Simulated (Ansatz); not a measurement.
H3Ge, doublet, at a GFN2-xTB geometry; HF/pcseg-1 (Ansatz, a program for electronic structure).

Here is a job for Ansatz.
Ansatz 0.2 input:
```yaml
crystal:
  periodic: [false, false, false]
  atoms:
    - {symbol: Ge, position_ang: [0.00179994, -0.00070314, 0.05733512]}
    - {symbol: H, position_ang: [-0.82452945, -1.12293622, -0.60015589]}
    - {symbol: H, position_ang: [-0.59484420, 1.27006913, -0.57801941]}
    - {symbol: H, position_ang: [1.36177550, -0.12463243, -0.65654847]}
basis:
  gaussian:
    orbitals: pcseg-1.json
hamiltonian:
  xc: hf
magnetization: {spin_polarized: true, initial_magnetization: 1}
```
The basis file holds pcseg-1 in the JSON format of the Basis Set Exchange.

What does Ansatz print? Leave out banner, timings and long lists.


```
Functional definition: HF
400 factors; integrals over basis functions are off by at most 6.4e-4 eV
mean field evaluation 1: about -56511.6297 eV, gradient 6.6e0 eV
mean field evaluation 2: about -56511.6357 eV, gradient 6.6e0 eV
mean field evaluation 4: about -56512.1917 eV, gradient 5.8e-1 eV
mean field evaluation 8: about -56512.1982 eV, gradient 2.1e-3 eV
mean field -56512.19815188 eV, -2076.7849767379 hartree, gradient 2.2e-5 eV, S^2 0.753046; 0 other end points of the search recorded, 0 dependent functions left out
reference -56512.19815188 eV, -2076.7849767379 hartree; 18, 17 occupied and 24, 25 virtual orbitals, 400 factors
Total energy: -56512.19815188 eV, -2076.7849767379 hartree
```
